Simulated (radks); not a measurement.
Isoelectronic series with 7 electrons, each ion in its NIST ground configuration. Calculated with a radial shooting solver on a logarithmic mesh with Libxc functionals: scalar-relativistic Kohn-Sham, PBE, spin-polarised, spherical densities, finite nucleus; open shells are filled with parallel spins first (spin-orbit coupling, left out, can overturn this in heavy ions); Fermi nuclear charge, rms radius of each element as measured or else 0.836 A^(1/3) + 0.57 fm. Total energies (hartree) and mean radii <r> (bohr):

[
 {"ion": "N", "configuration": "[He] 2s2 2p3", "E (hartree)": "-54.56778", "2p up": "1.435", "2s down": "1.364", "2s up": "1.304"},
 {"ion": "Mg5+", "configuration": "[He] 2s2 2p3", "E (hartree)": "-187.26815", "2p up": "0.5694", "2s down": "0.6355", "2s up": "0.6232"},
 {"ion": "Cl10+", "configuration": "[He] 2s2 2p3", "E (hartree)": "-402.09996", "2p up": "0.3605", "2s down": "0.4135", "2s up": "0.4084"},
 {"ion": "Ti15+", "configuration": "[He] 2s2 2p3", "E (hartree)": "-699.84780", "2p up": "0.2639", "2s down": "0.3060", "2s up": "0.3032"},
 {"ion": "Co20+", "configuration": "[He] 2s2 2p3", "E (hartree)": "-1081.68946", "2p up": "0.2080", "2s down": "0.2423", "2s up": "0.2406"},
 {"ion": "Ge25+", "configuration": "[He] 2s2 2p3", "E (hartree)": "-1549.17044", "2p up": "0.1714", "2s down": "0.2001", "2s up": "0.1989"},
 {"ion": "Rb30+", "configuration": "[He] 2s2 2p3", "E (hartree)": "-2104.23118", "2p up": "0.1456", "2s down": "0.1700", "2s up": "0.1691"},
 {"ion": "Mo35+", "configuration": "[He] 2s2 2p3", "E (hartree)": "-2749.24127", "2p up": "0.1264", "2s down": "0.1474", "2s up": "0.1467"}
]
